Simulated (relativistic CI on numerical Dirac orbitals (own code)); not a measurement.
Sb XIII: sensitivity of the levels to the model

Base calculation: Dirac-Coulomb-Breit CI, separate exchange-only KLI orbitals for each configuration, model QED (radiative potential, 1s self-energy scaled to tabulated hydrogen-like ionisation energies), unscaled Slater integrals.

CI space (outside the closed core [Ar] 3d10): 4s2 4p6 4d3, 4s2 4p5 4d4, 4s2 4p6 4d2 4f, 4s2 4p6 4d2 5s, 4s 4p6 4d4, 4s2 4p6 4d2 5p, 4s2 4p6 4d 4f 5s, 4s2 4p6 4d2 5d, 4s 4p6 4d3 4f, 4s2 4p6 4d 5s 5p, 4s2 4p6 4d 4f2, 4s2 4p6 4f3, 4s2 4p6 4f2 5s, 4s2 4p6 4f2 5p, 4s2 4p6 4f2 5d, 4s2 4p6 4d 5s2, 4s2 4p6 4f 5s2, 4s2 4p6 5s2 5p, 4s2 4p6 5s2 5d, 4p6 4d5, 4p5 4d6, 4s2 4p6 4d 4f 5p, 4s2 4p6 4f 5s 5p, 4s2 4p6 4f 5p2, 4s2 4p6 4f 5p 5d, 4s2 4p6 4d 5p2, 4s2 4p6 5s 5p2, 4s2 4p6 5p3, 4s2 4p6 5p2 5d. Double excitations out of closed p, d and f shells are left out; levels of such configurations are missing from the list, as are those of other unlisted configurations, and high levels can miss mixing partners. These lack a partner that the ground configuration has and come out too high: 4s 4p6 4d3 4f.

Variants: (1) configuration mixing switched off; (2) only the first 3 configurations. Shifts of the energy above 4s2 4p6 4d3 4F_3/2, in cm⁻¹, for the lowest level and the first level of each name with at least 55 % of one term (blank where a level changes its place among those of its configuration and J or its character, or is not in the variant):

```csv
Level,Base,Δ(1),Δ(2)
4s2 4p6 4d3 4F_3/2,0.0,0.0,0.0
4s2 4p6 4d3 4F_5/2,6768.4,-226.7,-226.7
4s2 4p6 4d3 4F_7/2,13393.5,-286.5,-286.5
4s2 4p6 4d3 4F_9/2,19151.3,-249.4,-249.4
4s2 4p6 4d3 4P_3/2,24148.6,+2708.9,+2708.9
4s2 4p6 4d3 4P_1/2,26405.1,+2760.5,+2760.5
4s2 4p6 4d3 2G_7/2,35250.8,+351.9,+351.9
4s2 4p6 4d3 4P_5/2,35386.1,+2970.2,+2970.2
4s2 4p6 4d3 2P_1/2,44408.4,+2409.7,+2409.7
4s2 4p6 4d3 2D_5/2,51093.5,+3785.7,+3785.7
4s2 4p6 4d3 2H_11/2,51232.4,-1436.0,-1436.0
4s2 4p6 4d3 2P_3/2,58633.8,+2874.1,+2874.1
4s2 4p6 4d3 2F_7/2,66710.8,+2746.2,+2746.2
4s2 4p6 4d3 2F_5/2,66836.5,+3075.8,+3075.8
```

At this charge energies of transitions that change n are usually good to better than 1 %, and those within a shell (Δn = 0) to a few per cent. Terms inside the open d or f shell come out 10 to 20 % too wide with unscaled integrals. Levels and lines within the n = 5 or 6 shells can be off by up to 10 % or somewhat more, and those that change n by about 2 %, since core polarisation is missing.

Ionisation energy from the two ground configurations alone: base 264.66 eV. The NIST ASD value (theoretical) is 265 eV.

LS names give the leading component of a level, which can be under half, so a name can repeat, a term be missing and a line seem to break the LS rules.
